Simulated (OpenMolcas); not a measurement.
A calculation on Ne VI.

```yaml
Program: OpenMolcas
Method: "SS-CASPT2, IPEA 0.25 Eh, imaginary shift 0.1 Eh (closed shells correlated: 1s)"
Basis: ANO-RCC-VTZP [4s3p2d1f]
Scalar_Hamiltonian: DKH2, point nucleus
Active_space: 3 electrons in 8 orbitals (2s 2p 3s 3p)
State_averaging: 2S+1 = 4 odd, 1 root; 2S+1 = 2 odd, 3 roots; 2S+1 = 4 even, 3 roots; 2S+1 = 2 even, 9 roots
Spin-orbit_coupling: RASSI with atomic mean-field integrals over the reference wave functions, term energies averaged over their components
```

Which level of the active space comes out lowest?

2s2 2p 2P* 1/2, with 100 % of that term; it is also the measured ground level.

How high does 2s 2p2 2S 1/2 lie?

28.767 eV above the lowest level; measured 28.6221 eV above the ground level, so the calculation is off by +1 %.

How high does 2s 2p2 4P 3/2 lie?

12.406 eV above the lowest level.

How high does 2s 2p2 2D 5/2 lie?

22.284 eV above the lowest level; measured 22.1922 eV above the ground level, so the calculation is off by 0 %.

Measured values: NIST levels in Podobedova, Fuhr, Reader and Wiese, J. Phys. Chem. Ref. Data 33, 525 (2004).

Active for correlation alone: 3p 3s; no level in the range computed is led by a configuration that fills them, so any true level of that kind is missing. Computed and measured levels are paired by configuration, term and J; levels that our copy of the source lacks, or whose pairing is in doubt (as where it misses far off the trend of its configuration), stay unpaired and out of the deviations. Only configurations of the active space appear.

* marks odd parity.
